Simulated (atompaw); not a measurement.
gallium (Ga) PAW (atompaw): all-electron and pseudo phase curves

Ga, PAW, made with atompaw 4.2.0.5 (LDA (PW92), scalar-relativistic). Core [Ar], reference 3d10 4s2 4p1. Waves: 4s (bound): rc 1.95 bohr; 4s channel at 4.2 Ry: rc 2.25 bohr; 4p (bound): rc 2.25 bohr; 4p channel at 3.75 Ry: rc 2.25 bohr; 3d (bound): rc 0.90 bohr; 3d channel at -0.75 Ry: rc 0.90 bohr. Local part: bessel scheme, radius 1.95 bohr. Core correction: smooth core density matched at 1.25 bohr. Augmentation charge: besselshape compensation charge, radius 1.85 bohr; PAW radius 2.25 bohr; waves and projectors: modrrkj vanderbiltortho.

The phase is arctan(r·u′/u) with u = r·R(r), unwrapped; energies in Ry, scanned from -3 to 5 Ry. A pole is an energy at which the radial function vanishes at the test radius. The pseudo phase is shifted by a multiple of π to meet the all-electron one at the reference energy, and phase errors are pseudo minus all-electron; the curves can meet again beyond the range given. Levels narrower than the energy grid can be missing from the lists of poles.

```json
{"channel": "s", "radius (bohr)": "2.25", "reference energy (Ry)": "-0.67", "poles, all-electron": "1.37", "poles, pseudo": "1.08", "unbroken range about the reference energy with phases within 0.05 rad": "below 2.4", "phase error 1 Ry above the reference energy (rad)": "-0.036"}
{"channel": "p", "radius (bohr)": "2.25", "reference energy (Ry)": "-0.20", "poles, all-electron": "2.67", "poles, pseudo": "1.23", "unbroken range about the reference energy with phases within 0.05 rad": "-0.3 to -0.2", "phase error 1 Ry above the reference energy (rad)": "-0.276"}
{"channel": "d", "radius (bohr)": "2.25", "reference energy (Ry)": "-1.43", "poles, all-electron": "-1.34, 4.96", "poles, pseudo": "-1.34, 4.27", "unbroken range about the reference energy with phases within 0.05 rad": "below 4.0", "phase error 1 Ry above the reference energy (rad)": "-0.000"}
```

Phases in the d channel:

| E (Ry) | all-electron | pseudo |
| --- | --- | --- |
| -3.00 | 1.316 | 1.316 |
| -2.76 | 1.303 | 1.303 |
| -2.52 | 1.287 | 1.287 |
| -2.28 | 1.266 | 1.266 |
| -2.04 | 1.232 | 1.232 |
| -1.80 | 1.163 | 1.163 |
| -1.56 | 0.773 | 0.773 |
| -1.32 | -1.614 | -1.614 |
| -1.08 | -1.781 | -1.781 |
| -0.84 | -1.840 | -1.840 |
| -0.60 | -1.881 | -1.881 |
| -0.36 | -1.919 | -1.919 |
| -0.12 | -1.959 | -1.959 |
| 0.12 | -2.006 | -2.006 |
| 0.36 | -2.064 | -2.065 |
| 0.60 | -2.140 | -2.140 |
| 0.84 | -2.243 | -2.244 |
| 1.08 | -2.390 | -2.394 |
| 1.32 | -2.609 | -2.619 |
| 1.56 | -2.930 | -2.950 |
| 1.80 | -3.335 | -3.367 |
| 2.04 | -3.719 | -3.756 |
| 2.28 | -4.003 | -4.040 |
| 2.52 | -4.194 | -4.228 |
| 2.76 | -4.324 | -4.357 |
| 3.00 | -4.416 | -4.448 |
| 3.24 | -4.483 | -4.518 |
| 3.48 | -4.535 | -4.573 |
| 3.72 | -4.577 | -4.619 |
| 3.96 | -4.611 | -4.660 |
| 4.20 | -4.641 | -4.700 |
| 4.44 | -4.666 | -4.741 |
| 4.68 | -4.688 | -4.790 |
| 4.92 | -4.709 | -4.857 |
